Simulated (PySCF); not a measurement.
A calculated (r2SCANh, PySCF 2.14, aug-cc-pCVTZ-DK, the spin-free X2C one-electron Hamiltonian (Gaussian nucleus)) atom or ion has these occupied shells.

```tsv
shell	electrons	orbital energy (eV)	rms radius, mean of both spins (bohr)
1s	2	-843.28	0.183
2s	2	-39.915	0.988
2p	6	-14.984	1.12
```

Question: Name the element and its charge.

Answer: Ne (neon, neutral), in [Ne], closed-shell 1S.
